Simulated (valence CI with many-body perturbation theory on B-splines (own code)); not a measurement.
## Ge XXVIII: key properties

Method: relativistic CI+MBPT: three valence electrons over a frozen Dirac-Fock core [He], a basis of 11 s, 11 p, 10 d, 8 f, 5 g, 2 h functions for each j, with the one-electron correlation potential Σ1 (screened to all orders), the two-electron term Σ2, the three-electron term Σ3, Breit, model QED; selected single and double excitations, second order for the rest, scaled by the run's own slope (own B-spline code, finite nucleus).

No measured spectrum was set against this ion. As an estimate, large intervals hold to a few tenths of a per cent, small ones and those within an open d or f shell to about a per cent.

Rates and lifetimes use the calculated energies. Strong lines usually hold to 10 to 20 %, long lifetimes can be off by a factor of two.

Q: What is the ground level?

A: 2s2 2p 2P°_1/2, composition 98 % 2s2 2p 2P°, g = 0.658.

Q: Among levels below 173.75 Ry, which E1 lines absorb most strongly from the ground level?

A: to 2s2 3d 2D_3/2 at 0.7392 nm, f = 0.686; to 2s 2p 3p 2D_3/2 at 0.7207 nm, f = 0.230; to 2s2 4d 2D_3/2 at 0.5617 nm, f = 0.124.

Q: Where does the other parity begin?

A: At 2s 2p2 4P_1/2, 5.22 Ry.

Q: What is the ionisation energy?

A: 2882.6 eV; NIST lists 2881.9 ± 1.6 eV (semi-empirical).

Q: How well does LS coupling describe the low levels?

A: Among the lowest 20 levels the leading LS term, summed over configurations, holds 87 % on average. For single configurations the figures are 86 % in LS and 89 % in jj coupling. Terms mix most in the J = 3/2 level at 18.54 Ry, where the leading one holds 65 %.
